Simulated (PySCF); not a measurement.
Molecule: SMILES C=C(F)C(=O)OCC, C₅H₇FO₂.

Bonds (- single, = double, # triple, : aromatic): C1=C2 1.331 Å, C2-F3 1.327 Å, C2-C4 1.494 Å, C4=O5 1.204 Å, C4-O6 1.327 Å, O6-C7 1.428 Å, C7-C8 1.505 Å. C1 carries H9, H10; C7 carries H11, H12; C8 carries H13, H14, H15. H10 is cis to F3; H9 is trans to F3.

Geometry PBE0-D3(BJ)/def2-SVP throughout; GIAO in PySCF 2.14.0 with density-fitted response routines, gas phase, one conformer, non-relativistic; equivalent atoms averaged; functional PBE0.

Q: How do the shifts δ (against TMS at the same level) depend on the basis set? (a selection of nuclei; ppm; last column core-seconds on shared hosts with different chips, so compare them loosely)

A: 
```
    basis set  functions     C2     C4     C1    C7    C8    H9   H10  H11/H12  H13/H14/H15  core-s
       STO-3G         47  123.2  111.6   91.9  54.5  17.9  5.55  4.87     2.84         1.29     3.9
     pcSseg-0         86  174.4  177.6  118.5  64.3  16.3  6.43  5.65     4.19         1.59     7.6
        6-31G         86  153.5  157.2  104.9  59.1  14.7  6.22  5.36     4.21         1.51     7.5
       6-31G*        126  149.1  151.4  101.1  58.5  14.1  5.71  4.96     4.02         1.28      12
      cc-pVDZ        147  155.4  156.9  103.4  60.4  14.9  5.84  5.01     3.89         1.24      16
     def2-SVP        147  155.5  156.4  103.4  59.0  13.4  5.85  5.10     3.75         1.19      15
     pcSseg-1        171  162.9  164.9  109.7  62.2  15.0  6.07  5.40     3.95         1.38      18
  aug-cc-pVDZ        247  154.3  159.9  102.5  60.3  14.2  6.24  5.32     4.13         1.38      35
6-311+G(2d,p)        258  161.4  163.2  107.2  61.5  14.0  6.07  5.24     4.02         1.28      32
    def2-TZVP        290  163.5  164.8  107.8  62.9  14.7  6.10  5.21     3.98         1.27      45
```

Q: Which nucleus among those listed moves most, in ppm?

A: C4 (ester carbonyl carbon): from 111.6 ppm with STO-3G to 177.6 ppm with pcSseg-0. The smallest spread is 0.40 ppm, at H13/H14/H15. Proton shifts span only some 12 ppm, so a few tenths of a ppm matter as much there as several ppm in carbon.

Q: Taking the largest basis, def2-TZVP (290 functions), as the yardstick, rank the others by their worst heavy-atom deviation.

A: pcSseg-1 1.9 ppm (171 functions), 6-311+G(2d,p) 2.1 ppm (258 functions), cc-pVDZ 8.2 ppm (147 functions), def2-SVP 8.4 ppm (147 functions), aug-cc-pVDZ 9.2 ppm (247 functions), 6-31G 10.1 ppm (86 functions), pcSseg-0 12.8 ppm (86 functions), 6-31G* 14.4 ppm (126 functions), STO-3G 53.2 ppm (47 functions).

A small basis that lands close on one nucleus may do so by chance; judge by the trend and by all nuclei.
